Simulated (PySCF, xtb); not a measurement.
In(AsH2)(F)2 (AsF2H2In), SMILES [F][In]([AsH2])[F].

GFN2-xTB (xtb 6.7.1) at its own geometry gives an orbital gap of 2.88 eV and a dipole moment of 6.74 D.

Geometry optimised at B3LYP-D3(BJ)/def2-SVP. The structure was generated by enumeration; whether it is a known compound was not checked. The def2 effective core potentials stand for the cores of In; spin–orbit coupling is left out.

**Question.** What does PBE/def2-TZVP (PySCF) give? (The exact figures need the calculation; the answer reports its results.)

**Answer.** gap 4.12 eV (levels -7.41 and -3.28 eV), dipole 4.36 D.
